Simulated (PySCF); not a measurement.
A structure optimised at PBE-D3(BJ)/def2-SVP, used in a PySCF frequency run:

```
Sn
H 1 1.7219
H 1 1.7219 2 111.38
H 1 1.7219 2 111.38 3 -125.01
C 1 2.2209 2 107.49 3 117.49
F 5 1.3570 1 111.55 2 -60.00
F 5 1.3570 6 107.32 1 122.46
F 5 1.3570 6 107.32 7 115.07
```
Charge 0, spin multiplicity 1.

Task: Write its SMILES, formula and point group.

Result: F[C](F)(F)[SnH3], CH3F3Sn, C3v

Task: What are its rotational constants (standard atomic weights)?

Result: 5.1076, 1.4002, 1.4002 GHz
